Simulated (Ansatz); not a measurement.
Cost and result for the atomization energy of CH5BOS2, SMILES `COB(S)S` (10 atoms, 9 bonds).

Z-matrix (Å, degrees):
```
C
O 1 1.415
H 1 1.094 2 110.9
H 1 1.089 2 107.5 3 119.3
H 1 1.094 2 110.9 3 -121.4
B 2 1.350 1 122.0 3 60.2
S 6 1.823 2 120.7 1 -0.1
S 6 1.814 2 119.4 1 179.9
H 7 1.341 6 96.2 2 -180.0
H 8 1.343 6 95.2 2 -0.0
```

The species carries charge 0 and has multiplicity 1. Geometry: relaxed with PBE0-D4/def2-TZVP. It is one conformer, not always the lowest. Program: Ansatz. All runs use 4 threads of an Intel Xeon Platinum 8488C on a shared host. Times are those of one run each, without the atoms' runs, and a repeat can differ threefold. Electronic energies, without spin–orbit coupling; frozen cores. CCSD(T)/CBS adds CCSD(T) − MP2 in def2-TZVPP to the MP2 limit, and its time is that of the two runs behind it. T1 = 0.013. HSE06 is the plane-wave form, built on full-range PBE exchange.

CCSD(T)/CBS is a level of theory with its own doubt, some kJ/mol a heavy atom from the limit and from the frozen cores, so smaller differences don't rank the functionals.

```csv
level,functions,wall time,atomization (kcal/mol),difference from CCSD(T)/CBS,per bond
LDA (SPW92)/def2-TZVPP,247,0.9 s,1028.7,140.7,15.6
PBE-D4/def2-TZVPP (with forces),247,1.6 s,911.2,23.2,2.6
PBE0-D4/def2-TZVPP,247,1.9 s,893.9,5.9,0.7
HSE06-D4/def2-TZVPP,247,2.2 s,894.6,6.6,0.7
CCSD(T)/def2-SVP,103,2.5 s,841.4,-46.6,-5.2
r2SCAN-D4/def2-TZVPP (with forces),247,2.8 s,897.2,9.2,1.0
r2SCANh-D4/def2-TZVPP,247,3 s,890.8,2.8,0.3
PBE-QIDH/def2-TZVPP,247,3.4 s,885.7,-2.3,-0.3
B97M-V/def2-TZVPP,247,4.5 s,898.6,10.6,1.2
ωB97X-V/def2-TZVPP,247,4.5 s,893.5,5.5,0.6
MP2/def2-QZVPP,461,14 s,896.7,8.7,1.0
CCSD(T)/def2-TZVPP,247,67 s,864.4,-23.6,-2.6
CCSD(T)/CBS(def2),–,80 s,888.0,0.0,0.0
```

At CCSD(T), def2-SVP lies −46.6 kcal/mol from the extrapolated value and def2-TZVPP −23.7 kcal/mol: correlation converges slowly with the basis, and small sets miss more of it in the bonded molecule than in its fragments. The D4 term adds +9.2 kcal/mol with B3LYP and +4.8 kcal/mol with PBE0; it sums over pairs of atoms, weighted by their polarisabilities, and B3LYP, whose exchange is more repulsive, gets the larger term. From PBE to PBE0 (25 % exact exchange), in def2-TZVPP and without D4, the atomization energy moves by −16.5 kcal/mol: exact exchange takes away binding that semilocal exchange gives to molecules.

B3LYP here is the variant with VWN-RPA as its local correlation; programs differ in this.
